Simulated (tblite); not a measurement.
Isomers of C5H7NOS. All values are computed: GFN2-xTB (tblite) harmonic vibrations without scaling, gas phase. Errors from tens to a few hundred cm⁻¹ against measured bands are possible. One conformer each.

Electronic energies: GFN2-xTB at the same geometries; isomer energies are rough at this level and their order can be wrong.

```
      SMILES  electronic energy, lowest = 0 (kJ/mol)
COC(=S)CCC#N                                   106.6
COc1ccc(N)s1                                    54.4
  CCSc1cocn1                                     0.0
  COCc1cscn1                                    35.4
  CCSc1cnco1                                    10.6
```

How do GFN2-xTB zero-point energies change the relative energies?

| SMILES | ZPE (kJ/mol) | of it from modes above 1550 cm⁻¹ | electronic (kJ/mol) | with ZPE, lowest = 0 (kJ/mol) | lowest mode (cm⁻¹) | rings |
| --- | --- | --- | --- | --- | --- | --- |
| CCSc1cocn1 | 297.4 | 128.8 | 0.0 | 0.0 | 46 | 1 |
| CCSc1cnco1 | 296.7 | 128.6 | 10.6 | 9.9 | 31 | 1 |
| COCc1cscn1 | 295.2 | 126.0 | 35.4 | 33.2 | 8i | 1 |
| COc1ccc(N)s1 | 293.7 | 151.2 | 54.4 | 50.7 | 47 | 1 |
| COC(=S)CCC#N | 293.5 | 139.5 | 106.6 | 102.7 | 19 | 0 |

The zero-point energies span 3.9 kJ/mol, from `COC(=S)CCC#N` to `CCSc1cocn1`. Slightly imaginary modes are left out of the zero-point energy: `COCc1cscn1` 7.7i cm⁻¹. The order is unchanged.
